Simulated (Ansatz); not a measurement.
The first iterations of a band of BCl$_{2}$FH$_{3}$N (8 atoms, charge 0, multiplicity 1).

Method: RKS PBE/def2-SVP (Ansatz 0.2.0).

* movable images: 7
* climbing image: yes
* spring: 5.0 eV/Å²
* optimiser: quadratic models (default)
* start path: through a guess of the saddle point
* force threshold: 0.05 eV/Å
* iteration limit: 60
* end points: relaxed

First end point:

```xyz
8
Properties=species:S:1:pos:R:3
B 0.038 -0.153 0.175
F 0.185 0.685 1.250
Cl 1.473 -0.130 -0.988
Cl -1.612 -0.027 -0.647
N 0.057 -1.680 0.810
H -0.062 -2.375 0.058
H 0.958 -1.861 1.283
H -0.714 -1.797 1.488
```

Last end point:

```xyz
8
Properties=species:S:1:pos:R:3
B 0.081 -0.676 -0.435
F -0.297 0.268 2.273
Cl 1.545 0.207 -0.864
Cl -1.480 -0.240 -1.130
N 0.162 -1.768 0.472
H -0.622 -2.416 0.574
H 1.071 -2.165 0.723
H -0.136 -0.549 1.815
```

| iteration | highest image above the first end (eV) | largest band force component (eV/Å) |
| --- | --- | --- |
| 1 | 5.164 | 6.227 |
| 2 | 2.765 | 2.912 |
| 3 | 1.732 | 2.958 |
| 4 | 1.586 | 1.667 |

**Question.** Does the band converge within its limit, and where does its top end?

**Answer.** The forces met the threshold. It ended after 13 iterations with the highest image 1.492 eV above the first end. A vibrational analysis at the climbing image gives one clearly imaginary mode, 511i cm⁻¹: a first-order saddle point. The orbitals stay closed-shell, which can raise the energy where a bond breaks towards radicals; this wasn't checked here.

The run took 2.5 min on 2 threads of Arm Neoverse V1, with other jobs on the host, peak memory 0.13 GiB.
